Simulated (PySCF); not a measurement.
**PhCHFCOOEt (C10H11FO2): Computed beside measured shifts**

System: PhCHFCOOEt (C10H11FO2), SMILES CCOC(=O)[C@H](F)c1ccccc1.

Atom-mapped SMILES (hydrogens are numbered by the atom that bears them): [CH3:1][CH2:2][O:3][C:4](=[O:5])[C@H:6]([F:7])[c:8]1[cH:9][cH:10][cH:11][cH:12][cH:13]1

Method: GIAO KT3/pcSseg-2, gas phase, PySCF SCF with an in-house response code, fitting set def2-universal-JFIT, grid level 2, non-relativistic, on the PBE0-D3(BJ)/def2-SVP geometry.

One optimised conformer. Values are averaged over the atoms that symmetry or fast rotation interchanges, on this one geometry and without vibrational averaging. Shifts are the reference shielding less the shielding here, at the same level (13C, 1H against isolated TMS; 19F against isolated CFCl3; 17O against isolated H2O); nuclei without a reference have shieldings only.

(1) What shifts does this level give for F7, and how do they compare with measurement?

Results:

(1) 
```json
{"atom": "F7", "nucleus": "19F", "computed / ppm": "-234.1", "measured / ppm": "-174", "computed less measured": "-60.1", "measured against": "CFCl3", "medium of the measurement": "not stated"}
```

Computed 19F and 31P shifts carry an offset from the reference molecule (CFCl3 is hard for DFT, lone H3PO4 or PH3 isn't the 85 % acid), so differences between compounds are more accurate than the values.

Measured values: G. Saielli, R. Bini, A. Bagno, Computational 19F NMR. 2. Organic compounds, RSC Adv. 2014, ESI.
